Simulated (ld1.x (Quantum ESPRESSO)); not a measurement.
# tungsten, PAW: configuration errors across variants

```json
{
 "Element": "tungsten (W)",
 "Generator": "ld1.x (Quantum ESPRESSO) 7.5",
 "Type": "PAW",
 "Functional": "PBE",
 "Relativity": "scalar-relativistic",
 "Frozen core": "[Xe]",
 "Valence charge": "20",
 "Reference configuration": "4f14 5d4 6s2 6p0",
 "Partial waves": "6s (bound): rcut 2.35, rcutus 2.80 bohr; 6s channel at 3.5 Ry: rcut 2.35, rcutus 2.80 bohr; 6p (bound, empty): rcut 2.35, rcutus 3.25 bohr; 6p channel at 4 Ry: rcut 2.35, rcutus 3.25 bohr; 5d (bound): rcut 1.75, rcutus 2.30 bohr; 5d channel at 2.75 Ry: rcut 1.75, rcutus 2.30 bohr; 4f (bound): rcut 0.95, rcutus 1.20 bohr; 4f channel at -1.6 Ry: rcut 0.95, rcutus 1.20 bohr",
 "Local potential": "all-electron potential smoothed inside 2.75 bohr (lloc = -1)",
 "Core correction": "Bessel-smoothed model core inside 0.85 bohr",
 "Augmentation charge": "BESSEL, radius 0.90 bohr"
}
```

All-electron excitation energies from the reference (eV): (1) 4f14 5d4 6s1 6p0 8.883; (2) 4f14 5d4 6s0 6p0 24.563; (3) 4f14 5d3 6s0 6p0 49.945; (4) 4f13 5d5 6s1 6p0 41.815; (5) 4f14 5d5 6s0 6p0 9.692; (6) 4f13 5d5 6s2 6p0 32.724; (7) 4f14 5d4 6s1.5 6p0 3.633.

The overlap operator is not positive definite (basis up to 400 Ry) in “local potential all-electron potential smoothed inside 1.14 bohr (lloc = -1)”. Such files are unfit for use, however small their errors in these radial tests.

Tests that are not counted but printed errors over 1 eV. “waves 4f (bound): rcut 0.95, rcutus 1.46 bohr; 4f channel at -1.6 Ry: rcut 0.95, rcutus 1.46 bohr”: 4f14 5d4 6s1.5 6p0 (solver errors, printed error -5291 eV); 4f14 5d5 6s0 6p0 (solver errors, printed error -5263 eV); 5 more.

2 further variants failed, have other tests or too few solved ones, and are left out.

A true bound ghost makes a file unfit for plane-wave use even where its test errors are small: the radial tests pick states by their node count and pass the ghost by.

Errors AE − PS in meV (a dash: test not solved or not reliable):

```tsv
change	(1)	(2)	(3)	(4)	(5)	(6)	(7)	bound ghosts
base	-2.3	-14	-149	-1556	-30	-1404	-0.8	none
augmentation PSQ, inside the norm-conserving radii	-4.4	-18	-152	-1555	-34	-1474	-1.5	none
local potential all-electron potential smoothed inside 1.14 bohr (lloc = -1)	+10	+80	+15	-220	+43	-327	+1.3	p (s, d not tested, overlap not positive)
waves 6p (bound): rcut 2.35, rcutus 2.76 bohr; 6p channel at 4 Ry: rcut 2.35, rcutus 2.76 bohr	-2.3	-14	-149	-1555	-30	-1404	-0.9	none
waves 4f (bound): rcut 0.95, rcutus 1.46 bohr; 4f channel at -1.6 Ry: rcut 0.95, rcutus 1.46 bohr	–	–	–	–	–	–	–	none
core correction Bessel-smoothed model core inside 0.70 bohr	-2.1	-14	-149	-1554	-30	-1400	-0.8	none
local potential all-electron potential smoothed inside 2.45 bohr (lloc = -1)	+0.7	-9.8	-146	-1045	-26	-213	0.0	none
```

Task: Give the same row for: waves 6s (bound): rcut 2.35, rcutus 2.60 bohr; 6s channel at 3.5 Ry: rcut 2.35, rcutus 2.60 bohr.

Result: -4.2, -17, -152, -1589, -33, -1523, -1.5; bound ghosts: none.
